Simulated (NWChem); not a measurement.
System: BGeH$_{4}$F; SMILES F[BH][GeH3]

NWChem input:

```
start job
memory heap 200 mb stack 900 mb global 1100 mb
geometry units angstroms noautoz
  B      0.567295    -1.214030     0.000000
  F     -0.315014    -2.207953     0.000000
  Ge    -0.068878     0.771475     0.000000
  H      0.502521     1.509068    -1.243325
  H     -1.610578     0.940112     0.000000
  H      0.502521     1.509068     1.243325
  H      1.749706    -1.526617     0.000000
end
basis spherical
  * library 6-31g*
end
dft
  xc b3lyp
  iterations 150
  vectors input atomic output neutral.movecs
end
task dft energy
charge 1
dft
  odft
  mult 2
  vectors input atomic output cation.movecs
end
task dft energy
```

Parts of the log:

```
             Northwest Computational Chemistry Package (NWChem) 7.3.0
             --------------------------------------------------------

 CS  symmetry detected

                             Geometry "geometry" -> ""
                             -------------------------

 Output coordinates in angstroms (scale by  1.889725989 to convert to a.u.)

  No.       Tag          Charge          X              Y              Z
 ---- ---------------- ---------- -------------- -------------- --------------
    1 B                    5.0000     0.58143270    -1.24089224     0.00000000
    2 F                    9.0000    -0.30650352    -2.22979131     0.00000000
    3 Ge                  32.0000    -0.04346048     0.74819165     0.00000000
    4 H                    1.0000     0.53211583     1.48252955    -1.24332500
    5 H                    1.0000    -1.58417848     0.92557650     0.00000000
    6 H                    1.0000     0.53211583     1.48252955     1.24332500
    7 H                    1.0000     1.76205043    -1.56018547     0.00000000

 Effective nuclear repulsion energy (a.u.)     159.8137941300

      Symmetry information
      --------------------

 Group name             Cs
 Group number              2
 Group order               2
 No. of unique centers     6

                                 NWChem DFT Module
                                 -----------------

 Summary of "ao basis" -> "ao basis" (spherical)
 ------------------------------------------------------------------------------
       Tag                 Description            Shells   Functions and Types
 ---------------- ------------------------------  ------  ---------------------
 B                           6-31g*                  6       14   3s2p1d
 F                           6-31g*                  6       14   3s2p1d
 Ge                          6-31g*                 12       32   5s4p3d
 H                           6-31g*                  2        2   2s

      Symmetry analysis of basis
      --------------------------

        a'         48
        a"         20

            General Information
            -------------------
          SCF calculation type: DFT
          Wavefunction type:  closed shell.
          No. of atoms     :     7
          No. of electrons :    50
           Alpha electrons :    25
            Beta electrons :    25
          Charge           :     0
          Spin multiplicity:     1
          Use of symmetry is: on ; symmetry adaption is: on
          Maximum number of iterations: 150
          AO basis - number of functions:    68
                     number of shells:    32
          Convergence on energy requested:  1.00D-06
          Convergence on density requested:  1.00D-05
          Convergence on gradient requested:  5.00D-04

              XC Information
              --------------
                         B3LYP Method XC Potential
                     Hartree-Fock (Exact) Exchange  0.200
                        Slater Exchange Functional  0.800 local
                    Becke 1988 Exchange Functional  0.720 non-local
              Lee-Yang-Parr Correlation Functional  0.810
                  VWN I RPA Correlation Functional  0.190 local

             Grid Information
             ----------------
          Grid used for XC integration:  medium
          Radial quadrature: Mura-Knowles
          Angular quadrature: Lebedev.
          Tag              B.-S. Rad. Rad. Pts. Rad. Cut. Ang. Pts.
          ---              ---------- --------- --------- ---------
          B                   0.85       49           9.0       434
          F                   0.50       49          10.0       434
          Ge                  1.25      112           8.0       590
          H                   0.35       45          10.0       434
          Grid pruning is: on
          Number of quadrature shells:   345
          Spatial weights used:  Erf1

      Superposition of Atomic Density Guess
      -------------------------------------

 Sum of atomic energies:       -2200.91278715

      Non-variational initial energy
      ------------------------------

 Total energy =   -2201.692704
 1-e energy   =   -3385.770712
 2-e energy   =    1024.264214
 HOMO         =      -0.284137
 LUMO         =       0.002329

      Symmetry analysis of molecular orbitals - initial
      -------------------------------------------------

  Numbering of irreducible representations:

     1 a'          2 a"

  Orbital symmetries:

     1 a'          2 a'          3 a'          4 a"          5 a'
     6 a'          7 a'          8 a'          9 a'         10 a"
    11 a'         12 a'         13 a'         14 a"         15 a'
    16 a"         17 a'         18 a'         19 a'         20 a'
    21 a"         22 a'         23 a'         24 a"         25 a'
    26 a"         27 a'         28 a'         29 a'         30 a"
    31 a'         32 a'         33 a'         34 a"         35 a'

   convergence    iter        energy       DeltaE   RMS-Dens  Diis-err
 ---------------- ----- ----------------- --------- --------- ---------
 d= 0,ls=0.0,diis     1  -2203.8219930278 -2.36D+03  1.37D-02  4.40D-01
 d= 0,ls=0.0,diis     2  -2203.7959596251  2.60D-02  6.79D-03  9.56D-01
 d= 0,ls=0.0,diis     3  -2203.8811434047 -8.52D-02  1.39D-03  2.30D-02
 d= 0,ls=0.0,diis     4  -2203.8826705510 -1.53D-03  5.38D-04  2.41D-03
 d= 0,ls=0.0,diis     5  -2203.8829164081 -2.46D-04  1.22D-04  8.21D-05
  Resetting Diis
 d= 0,ls=0.0,diis     6  -2203.8829254795 -9.07D-06  2.39D-05  4.87D-06
 d= 0,ls=0.0,diis     7  -2203.8829258762 -3.97D-07  1.14D-05  2.23D-07
 d= 0,ls=0.0,diis     8  -2203.8829258863 -1.01D-08  5.08D-06  1.80D-07

         Total DFT energy =    -2203.882925886293
      One electron energy =    -3387.188749590343
           Coulomb energy =     1118.563133070262
    Exchange-Corr. energy =      -95.071103496259
 Nuclear repulsion energy =      159.813794130048

 Numeric. integr. density =       49.999970614393

                  Occupations of the irreducible representations
                  ----------------------------------------------

                     irrep           alpha         beta
                     --------     --------     --------
                     a'               19.0         19.0
                     a"                6.0          6.0

                       DFT Final Molecular Orbital Analysis
                       ------------------------------------

 Vector   23  Occ=2.000000D+00  E=-3.403313D-01  Symmetry=a"
              MO Center=  3.2D-01,  1.2D+00,  7.2D-13, r^2= 2.4D+00
   Bfn.  Coefficient  Atom+Function         Bfn.  Coefficient  Atom+Function
  ----- ------------  ---------------      ----- ------------  ---------------
    41      0.459547  3 Ge pz                61     -0.235104  4 H  s
    65      0.235104  6 H  s                 62     -0.230722  4 H  s
    66      0.230722  6 H  s                 37     -0.191207  3 Ge pz
    45      0.090803  3 Ge pz                19     -0.058960  2 F  pz
    33      0.057790  3 Ge pz                47     -0.050085  3 Ge d -1

 Vector   24  Occ=2.000000D+00  E=-3.386369D-01  Symmetry=a'
              MO Center= -5.3D-01,  9.6D-01, -7.2D-13, r^2= 2.4D+00
   Bfn.  Coefficient  Atom+Function         Bfn.  Coefficient  Atom+Function
  ----- ------------  ---------------      ----- ------------  ---------------
    39      0.434274  3 Ge px                63     -0.267689  5 H  s
    64     -0.260412  5 H  s                 35     -0.180951  3 Ge px
    40      0.144731  3 Ge py                61      0.143549  4 H  s
    65      0.143549  6 H  s                 62      0.142059  4 H  s
    66      0.142059  6 H  s                 43      0.082125  3 Ge px

 Vector   25  Occ=2.000000D+00  E=-2.848244D-01  Symmetry=a'
              MO Center=  3.4D-01, -4.9D-01, -2.2D-16, r^2= 3.1D+00
   Bfn.  Coefficient  Atom+Function         Bfn.  Coefficient  Atom+Function
  ----- ------------  ---------------      ----- ------------  ---------------
    40      0.447985  3 Ge py                68      0.302095  7 H  s
     4     -0.276282  1 B  py                18      0.212095  2 F  py
     3      0.207580  1 B  px                38      0.181561  3 Ge s
    67      0.179516  7 H  s                 17     -0.175935  2 F  px
    36     -0.173134  3 Ge py                22      0.148756  2 F  py

 Vector   26  Occ=0.000000D+00  E=-5.700682D-02  Symmetry=a"
              MO Center=  4.7D-01, -9.2D-01, -3.3D-15, r^2= 2.6D+00
   Bfn.  Coefficient  Atom+Function         Bfn.  Coefficient  Atom+Function
  ----- ------------  ---------------      ----- ------------  ---------------
     9      0.483751  1 B  pz                 5      0.476552  1 B  pz
    62      0.288488  4 H  s                 66     -0.288488  6 H  s
    19     -0.248849  2 F  pz                23     -0.237072  2 F  pz
    45      0.234558  3 Ge pz                41      0.123923  3 Ge pz
    61      0.087297  4 H  s                 65     -0.087297  6 H  s

 Vector   27  Occ=0.000000D+00  E= 4.361338D-02  Symmetry=a'
              MO Center= -1.5D-01,  1.3D-01,  7.8D-14, r^2= 5.0D+00
   Bfn.  Coefficient  Atom+Function         Bfn.  Coefficient  Atom+Function
  ----- ------------  ---------------      ----- ------------  ---------------
    44      0.877463  3 Ge py                64      0.658531  5 H  s
    43      0.550212  3 Ge px                42     -0.536100  3 Ge s
     6      0.510181  1 B  s                  8      0.506315  1 B  py
    62     -0.435627  4 H  s                 66     -0.435627  6 H  s
    39      0.302624  3 Ge px                20      0.287974  2 F  s

[...]
```

Level: B3LYP/6-31G* (spherical d), vertical spin-unrestricted ions. The geometry was optimised at PBE-D3(BJ)/def2-SVP.
